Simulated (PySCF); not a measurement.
AlSe: from constants to spectrum

UHF-CCSD(T) constants of AlSe, ²Σ⁺ (doublet), unpaired electrons σ ↑ (PySCF, no relativity, basis sets Al def2-TZVPP, Se def2-TZVPP; masses 26.9815 and 79.9165 u):

```
ωe              : 480.3 cm⁻¹
ωexe            : 2.24 cm⁻¹
Be              : 0.17697 cm⁻¹
αe              : 0.000932 cm⁻¹
D (centrifugal) : 9.61e-08 cm⁻¹
De to Al + Se   : 3.60 eV
```

Q: Give the vibrational terms G(v) and spacings up to v = 6.

A: G(v) = ωe(v+½) − ωexe(v+½)².

```csv
v,G(v) (cm⁻¹),G(v) − G(v−1),Bv (cm⁻¹)
0,240,,0.1765
1,715,476,0.1756
2,1187,471,0.1746
3,1654,467,0.1737
4,2116,462,0.1728
5,2574,458,0.1718
6,3027,453,0.1709
```

Q: How well does the Morse estimate ωe²/(4ωexe) reproduce De, and what is D0?

A: It gives 3.19 eV, 89 % of the computed De. D0 = De − G(0) = 3.60 − 0.03 = 3.57 eV.

Correlated steps freeze 14 core orbitals. Spin–orbit coupling is left out. The state is the lowest determinant that a PBE0 search found; another state may lie lower at other levels.
